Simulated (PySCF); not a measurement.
An element was calculated at PBE (PySCF 2.14, non-relativistic, a triple-zeta basis, no spin-orbit coupling), in the ground configurations that NIST lists.

```
electron affinity          : 3.502 eV
first ionisation energy    : 11.824 eV
second ionisation energy   : 21.384 eV
third ionisation energy    : 35.076 eV
polarisability of the atom : 22.3 bohr³
```

Q: Which element is it?

A: Bromine (Br, Z = 35), in def2-TZVPPD. NIST lists 11.814, 21.591, 34.871 ± 0.019 eV for these ionisation energies.
